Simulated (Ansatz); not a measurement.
Reaction (ligand exchange at the Al–C bond): `[CH3][AlH][C]#N` + HCl → `N#[C][AlH][Cl]` + CH₄

Computed with Ansatz on PBE0-D4/def2-TZVP structures; ΔE is electronic, products minus reactants. CCSD(T)/CBS is frozen-core, at the limit of the def2 triple- and quadruple-zeta sets. DFT in def2-TZVPP. B3LYP here is the variant with VWN-RPA as its local correlation; programs differ in this.

```
              level  ΔE (kcal/mol)  difference from CCSD(T)/CBS
            PBE0-D4          -38.1                          1.2
           B3LYP-D4          -39.1                          0.2
           BHLYP-D4          -40.3                         -1.0
             B2PLYP          -39.6                         -0.3
                PBE          -37.4                          1.9
            LC-ωPBE          -37.9                          1.4
      HF/def2-TZVPP          -42.0                         -2.7
 CCSD(T)/def2-QZVPP          -38.9                          0.4
    MP2/cc-pV(D+d)Z          -38.8                          0.5
CCSD(T)/cc-pV(D+d)Z          -37.9                          1.4
     HF/cc-pV(T+d)Z          -41.9                         -2.6
    MP2/cc-pV(T+d)Z          -39.6                         -0.3
   CCSD/cc-pV(T+d)Z          -38.7                          0.6
CCSD(T)/cc-pV(T+d)Z          -38.5                          0.8
   CCSD/cc-pV(Q+d)Z          -39.2                          0.1
    CCSD(T)/CBS(cc)          -39.3                          0.0
        CCSD(T)/CBS          -39.3                            0
```

Largest T1 diagnostic among the species: 0.012.

Leaving LDA and LC-ωPBE aside and taking each functional with its dispersion term where it has one, the values, not all of them listed here, spread over 3.0 kcal/mol, from BHLYP-D4 to PBE-D4. LDA lies +1.4 kcal/mol from PBE without D4. In def2-TZVPP, CCSD(T) changes the Hartree–Fock value by +3.5 kcal/mol (the triples alone add +0.2 kcal/mol) and MP2 by +2.4 kcal/mol.
